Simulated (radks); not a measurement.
The numbers below are computed, except where a source is named.
Species: Nd IX. Configuration: [Kr] 4d10 4f2 5s2 5p2.

Level of theory: scalar-relativistic Kohn-Sham, BLYP, spin-polarised, spherical densities, finite nucleus; open shells are filled with parallel spins first (spin-orbit coupling, left out, can overturn this in heavy ions); Fermi nuclear charge, rms radius 4.9123 fm (a radial shooting solver on a logarithmic mesh with Libxc functionals).

Energy parts (Ry):
| part | energy |
|---|---|
| total | -19216.2759 |
| kinetic | 20453.3457 |
| electron-nucleus | -46205.0565 |
| Hartree | 6973.1135 |
| exchange-correlation | -437.6786 |

Orbitals (lengths in bohr, moments of r in powers of bohr):
orbital,occ.,eigenvalue (Ry),<r^4>
1s up,1,-3199.118,1.526e-06
1s down,1,-3199.104,1.526e-06
2s up,1,-525.0073,0.0002487
2s down,1,-524.9994,0.0002487
2p up,3,-470.3416,0.0001831
2p down,3,-470.3293,0.0001831
3s up,1,-121.0172,0.009929
3s down,1,-120.9513,0.009914
3p up,3,-103.7744,0.01037
3p down,3,-103.7072,0.01035
3d up,5,-79.82575,0.008480
3d down,5,-79.77114,0.008456
4s up,1,-31.15663,0.2446
4s down,1,-30.98844,0.2441
4p up,3,-25.46648,0.3162
4p down,3,-25.29784,0.3150
4d up,5,-17.35840,0.4891
4d down,5,-17.18456,0.4846
4f up,2,-8.58000,1.387
4f down,0,-8.38487,1.370
5s up,1,-10.61981,5.194
5s down,1,-10.36706,5.291
5p up,2,-8.92477,7.558
5p down,0,-8.68087,7.848

The highest occupied level is 4f up at -116.74 eV. The configuration is held as typed, so some empty levels lie below it. The electron density at the nucleus is 4.727e+05 e/bohr^3 (large components only). The density falls to 0.001 e/bohr^3 at r = 2.74 bohr.
